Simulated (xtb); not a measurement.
C₃H₇FOSi, SMILES O=CC[SiH2]CF. All values are semi-empirical tight-binding results from xtb (GFN2-xTB unless named), good for trends rather than for accurate numbers. Geometry optimised at GFN2-xTB. The structure was generated by enumeration, and PubChem lists no compound with its InChIKey, so it may never have been made. One conformer was computed; it need not be the lowest.

Optimised geometry:

Bonded distances (Å): O1–C2 1.201, C2–C3 1.479, C2–H7 1.110, C3–Si4 1.924, C3–H8 1.088, C3–H9 1.088, Si4–C5 1.921, Si4–H10 1.465, Si4–H11 1.461, C5–F6 1.381, C5–H12 1.094, C5–H13 1.094. Bond angles (°): O1–C2–C3 125.5, O1–C2–H7 120.6, C3–C2–H7 113.9, C2–C3–Si4 109.4, C2–C3–H8 110.8, C2–C3–H9 109.8, Si4–C3–H8 109.9, Si4–C3–H9 107.3, H8–C3–H9 109.6, C3–Si4–C5 107.4, C3–Si4–H10 107.8, C3–Si4–H11 110.8, C5–Si4–H10 108.8, C5–Si4–H11 109.4, H10–Si4–H11 112.6, Si4–C5–F6 109.5, Si4–C5–H12 113.0, Si4–C5–H13 113.4, F6–C5–H12 106.1, F6–C5–H13 106.0, H12–C5–H13 108.4.
Charge 0, spin multiplicity 1.

| Property | Value |
|---|---|
| orbital gap | 3.83 eV |
| dipole moment | 2.86 D |
| zero-point energy | 56.7 kcal/mol |
| G − E(el) at 298.15 K (modified RRHO) | 35.7 kcal/mol |
| static polarisability (D4 model) | 69.7 bohr³ |
| solvation energy, GFN2-xTB/ALPB(water) | -4.3 kcal/mol |
| solvation energy, GFN2-xTB/ALPB(thf) | -6.6 kcal/mol |

Computed atomic charges and the Wiberg bond orders between heavy atoms:
charges (e) O1 -0.35, C2 0.21, C3 -0.19, Si4 0.48, C5 0.00, F6 -0.27, H7 0.00, H8 0.05, H9 0.06, H10 -0.05, H11 -0.04, H12 0.05, H13 0.05. Bond orders O1–C2 1.88, C2–C3 1.07, C3–Si4 0.79, Si4–C5 0.86, C5–F6 0.95.
